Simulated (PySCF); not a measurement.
## How methods differ on the excitation energy of Br²⁺

Br²⁺ [Ar] 3d10 4s2 4p3 (4S) → Br²⁺ [Ar] 3d10 4s1 4p3 5s1 (6S), as a difference of total energies. Computed with PySCF 2.14 in aug-cc-pwCVDZ-PP with ECP10MDF, with a scalar-relativistic core potential. Correlated levels: valence: 3s2 3p6 3d10 frozen; valence and next inner shell: nothing frozen outside the core potential. The calculations carry no spin-orbit coupling.

| method | excitation energy (cm⁻¹) |
| --- | --- |
| UHF | 209270 |
| LDA | 231250 |
| PBE | 228830 |
| PBE0 | 226920 |
| r2SCAN | 226860 |
| M06-L | 234690 |
| B3LYP | 231800 |
| M06 | 236080 |
| BLYP | 233350 |
| MP2 (valence) | 217840 |
| SCS-MP2 (valence) | 221370 |
| MP2 (valence and next inner shell) | 222340 |
| SCS-MP2 (valence and next inner shell) | 224790 |

The promoted electron is Rydberg-like, and one or two diffuse shells describe it only roughly, which tends to raise the upper state.
